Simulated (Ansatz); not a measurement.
`OC[Te][SiH2]F` + `[CH2]1[S][SnH2]1` → `F[SiH2][SnH]1[CH2][S]1` + `OC[TeH]`  (formal exchange of groups at the Si–Te bond)

Gas-phase electronic energies from Ansatz, PBE0-D4/def2-TZVP geometries. CCSD(T)/CBS adds triple-zeta CCSD(T) − MP2 to the extrapolated MP2 energy (def2 sets, frozen cores). DFT in def2-TZVPP. HSE06 is defined as in plane-wave codes. def2 core potentials past Kr. For Sn, Te outer-core shells are correlated without core-valence functions, which leaves a few kJ/mol of doubt a bond. One conformer a species, not always the lowest.

| level | ΔE (kcal/mol) | difference from CCSD(T)/CBS |
| --- | --- | --- |
| LDA (SPW92) | 6.9 | -0.3 |
| r2SCAN-D4 | 7.3 | 0.1 |
| B97M-V | 8.2 | 1.0 |
| r2SCAN0-D4 | 7.7 | 0.5 |
| ωB97X-V | 7.7 | 0.5 |
| PBE-QIDH | 7.9 | 0.7 |
| HSE06 | 7.0 | -0.2 |
| RPA@PBE/def2-TZVPP | 6.4 | -0.8 |
| CCSD(T)/def2-SVP | 6.5 | -0.7 |
| SCS-MP2/def2-QZVPP | 7.6 | 0.4 |
| CCSD(T)/CBS | 7.2 | 0 |

Largest T1 diagnostic among the species: 0.014.

Leaving LDA and LC-ωPBE aside and taking each functional with its dispersion term where it has one, the values, not all of them listed here, spread over 2.6 kcal/mol, from BLYP-D4 to B97M-V. From PBE to PBE0 (25 % exact exchange), in def2-TZVPP and without D4, ΔE moves by +0.7 kcal/mol.

CCSD(T)/CBS has its own doubt, a few kJ/mol and more with outer-core shells, so smaller differences from it don't rank the levels.
